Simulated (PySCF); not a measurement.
C₄H₆O₂Si, SMILES Oc1cc([SiH3])co1. Atoms are numbered in the order given.

```xyz
13

O      0.5449    -2.8613     0.0000
C      0.2211    -1.5643     0.0000
C      0.9262    -0.3886     0.0000
C     -0.0681     0.6638     0.0000
Si     0.2438     2.5030     0.0000
C     -1.2768     0.0180     0.0000
O     -1.1031    -1.3404     0.0000
H      1.5084    -2.9310     0.0000
H      2.0092    -0.2747     0.0000
H     -0.3435     3.1603    -1.2073
H      1.7192     2.7330     0.0000
H     -0.3435     3.1603     1.2073
H     -2.3120     0.3503     0.0000
```
Charge 0, spin multiplicity 1.

Geometry: r2SCAN-D4/def2-SVP. A frequency run showed that this geometry is not a minimum. This is a generated structure with no PubChem entry under its InChIKey; it may be hypothetical. One conformer was computed; it need not be the lowest.

Computed with ωB97X/def2-TZVP (PySCF).

Symmetry labels are those of the subgroup Cs that the program uses (full group Cs).

Computed valence orbital energies around the gap with their symmetry:
| orbital | symmetry | energy (eV) |
|---|---|---|
| HOMO−7 | A' | -14.02 |
| HOMO−6 | A" | -13.56 |
| HOMO−5 | A' | -13.35 |
| HOMO−4 | A" | -12.38 |
| HOMO−3 | A' | -12.12 |
| HOMO−2 | A' | -12.04 |
| HOMO−1 | A" | -10.46 |
| HOMO | A" | -8.38 |
| LUMO | A" | 2.02 |
| LUMO+1 | A' | 2.73 |
| LUMO+2 | A' | 2.86 |
| LUMO+3 | A' | 3.28 |
